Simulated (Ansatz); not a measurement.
Cl$_{2}$FH$_{3}$MoO$_{3}$, SMILES `[OH][Mo]([OH])([OH])([F])([Cl])[Cl]`, one more setting.

```yaml
crystal:
  periodic: [false, false, false]
  atoms:
    - {symbol: O, position_ang: [-0.733822, -1.607971, -0.269126]}
    - {symbol: Mo, position_ang: [-0.079441, 0.088389, 0.045661]}
    - {symbol: O, position_ang: [1.155558, -0.494377, 1.300387]}
    - {symbol: O, position_ang: [1.164347, -0.000184, -1.304275]}
    - {symbol: F, position_ang: [-1.043893, 0.522420, 1.583252]}
    - {symbol: Cl, position_ang: [0.387534, 2.370891, -0.013041]}
    - {symbol: Cl, position_ang: [-2.012067, 0.666026, -1.172796]}
    - {symbol: H, position_ang: [-1.506630, -1.751890, -0.829430]}
    - {symbol: H, position_ang: [0.910747, -0.501740, 2.234202]}
    - {symbol: H, position_ang: [1.757676, 0.708427, -1.574834]}
basis:
  gaussian: {orbitals: def2-SVP, fitting: {mean_field: cc-pVTZ-jkfit}}
hamiltonian: {xc: {name: r2SCAN}, dispersion: d3bj, pseudopotentials: {relativity: scalar}}
output: {forces: true}
```

```sh
$ ansatz run in.yaml --threads 4 --pin off --events-out ev --progress --plain --max-ram 11315MiB
```

Output, abridged:

```
Warning: the engine holds no damping parameters fitted to this dispersion correction and functional, so the run takes those fitted to r2scan beside the three-body term, which d3bj leaves out (hamiltonian.dispersion, under Limitations)
Functional definition: r2SCAN
Error: <dir> the basis set cc-pVTZ-JKFIT has no functions for Mo
```

It took 0.25 s on 4 threads of an Arm Neoverse V2 on a shared host, with 0.06 GiB of host memory at the peak.
